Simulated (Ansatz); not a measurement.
Geometry optimisation, RKS PBE/def2-SVP in Ansatz 0.2.0.

Input:

```yaml
crystal:
  periodic: [false, false, false]
  atoms:
    - { symbol: "N", position_ang: [-2.1398, 0.3487, 0.2024] }
    - { symbol: Si, position_ang: [-0.79, -0.4904, -0.4898] }
    - { symbol: "N", position_ang: [0.478, 0.6836, -0.9638] }
    - { symbol: Al, position_ang: [1.2828, -0.1195, 0.6305] }
    - { symbol: O, position_ang: [2.4818, -0.3853, 1.9156] }
    - { symbol: H, position_ang: [-2.30755, 0.0502, 1.19882] }
    - { symbol: H, position_ang: [-3.0323, -0.02654, -0.29274] }
    - { symbol: H, position_ang: [-1.044, -1.3368, -1.6464] }
    - { symbol: H, position_ang: [1.0528, 0.286, -1.7019] }
    - { symbol: H, position_ang: [3.0705, -1.0859, 1.5943] }
basis:
  gaussian: { orbitals: def2-SVP }
hamiltonian:
  xc: pbe
relax:
  f_tol: 0.015
  max_steps: 40
```

Command:

```bash
$ ansatz run input.yaml --threads 2 --pin off --max-ram 3072MiB --backend cpu --events-out ev --progress --plain --runs-dir out
```

Where does it end, and by what steps?

The run converged. After 16 steps the energy has fallen by 1.623 eV; H9 moved furthest, 0.98 Å.

```
step  energy less start (eV)  largest force component (eV/Å)  accepted
   0                  0.0000                           2.847       yes
   1                 -0.5790                           1.357       yes
   2                 -0.8777                           2.444       yes
   3                 -1.2751                           1.090       yes
   4                 -1.4410                           0.493       yes
   5                 -1.5479                           0.350       yes
   6                 -1.5771                           0.541       yes
   7                 -1.5301                           0.784        no
   8                 -1.6165                           0.142       yes
   9                 -1.6196                           0.171       yes
  10                 -1.6213                           0.083       yes
  11                 -1.6218                           0.141       yes
  12                 -1.6224                           0.037       yes
  13                 -1.6225                           0.037       yes
  14                 -1.6226                           0.015       yes
  15                 -1.6226                           0.016       yes
  16                 -1.6227                           0.005       yes
```

```xyz
10
Properties=species:S:1:pos:R:3
N -2.234 0.136 0.020
Si -0.745 -0.641 -0.428
N 0.641 0.434 -0.774
Al 1.376 -0.544 0.552
O 2.880 -0.452 1.387
H -2.321 0.716 0.857
H -3.134 -0.251 -0.272
H -1.205 -1.580 -1.521
H 0.710 1.180 -1.478
H 3.083 -1.073 2.105
```

Whether the end is a true minimum wasn't checked by a vibrational analysis.

The run took 19 s on 2 threads of INTEL(R) XEON(R) PLATINUM 8581C CPU @ 2.30GHz (Emerald Rapids) (shared host), peak memory 0.17 GiB.
